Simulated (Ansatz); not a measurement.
CuN₃F₃H₉⁻, relaxed as a doublet with UKS B3LYP-D4/def2-SVPD in Ansatz, starting from the GFN1-xTB geometry. Force threshold 0.02 eV/Å.

In the doublet geometry the species has come apart into loosely held pieces. The relaxation made no stability test and no search for a lower SCF solution. No other spin state of charge -1 was run.

Start:

```xyz
16

Cu    0.871   -0.478    0.364
F     0.142   -1.668    1.640
F     1.503   -1.619   -1.130
F     1.829    0.902    1.415
N     1.145    1.070   -1.207
N    -0.946    0.960    1.454
N    -1.234   -1.308   -0.830
H     1.633    0.514   -1.887
H     1.789    1.670   -0.721
H     0.405    1.598   -1.631
H    -1.761    1.548    1.386
H    -0.173    1.463    1.862
H    -1.131    0.161    2.040
H    -0.593   -1.786   -1.446
H    -2.112   -1.132   -1.290
H    -1.368   -1.893   -0.020
```

| step | energy (eV) | largest force component (eV/Å) | SCF passes |
| --- | --- | --- | --- |
| 1 | -57400.0332 | 0.792 | 32 |
| 2 | -57400.1961 | 0.586 | 36 |
| 3 | -57400.3017 | 0.729 | 35 |
| 4 | -57400.3830 | 0.740 | 34 |
| 5 | -57400.5246 | 0.296 | 38 |
| 6 | -57400.5942 | 0.249 | 34 |
| 7 | -57400.6300 | 0.201 | 34 |
| 8 | -57400.6557 | 0.338 | 31 |
| 9 (rejected) | -57400.6103 | 0.794 | 34 |
| 10 | -57400.6748 | 0.080 | 35 |
| 11 | -57400.6826 | 0.093 | 37 |
| 12 | -57400.6850 | 0.132 | 37 |
| 13 | -57400.6872 | 0.089 | 33 |
| 14 | -57400.6886 | 0.050 | 34 |
| 15 | -57400.6914 | 0.048 | 38 |
| 16 (rejected) | -57400.6828 | 0.600 | 35 |
| 17 | -57400.6963 | 0.062 | 31 |
| 18 | -57400.7014 | 0.180 | 34 |
| 19 | -57400.7041 | 0.506 | 33 |
| 20 | -57400.7338 | 0.125 | 36 |
| 21 | -57400.7549 | 0.120 | 38 |
| 22 | -57400.7593 | 0.606 | 39 |
| 23 | -57400.7825 | 0.035 | 39 |
| 24 | -57400.7851 | 0.066 | 35 |
| 25 | -57400.7857 | 0.042 | 38 |
| 26 | -57400.7861 | 0.018 | 34 |
| 27 | -57400.7863 | 0.012 | 35 |

Force components are those of the run's own axes.

End:

```xyz
16

Cu    1.299   -0.683    0.459
F    -0.437   -1.149    1.250
F     1.589   -2.051   -0.776
F     2.042    0.482    1.713
N     0.710    0.824   -0.967
N    -0.593    1.738    1.600
N    -1.166   -1.470   -1.553
H     1.410    1.272   -1.548
H     0.229    1.514   -0.381
H     0.020    0.332   -1.544
H    -1.149    2.204    2.312
H     0.372    1.680    1.940
H    -0.877    0.749    1.572
H    -0.279   -1.975   -1.655
H    -1.911   -2.074   -1.891
H    -1.260   -1.392   -0.531
```

Bonds lost: Cu1–N6, Cu1–N7 (atoms count from 1). The end holds 3 separate pieces.

The force fell under the threshold at step 26, but the optimiser went on. No frequencies were taken in this run, so the end may be a saddle point.

It took 5.9 min on 4 threads of Arm Neoverse V2 on a shared host, peak host memory 1.2 GiB.
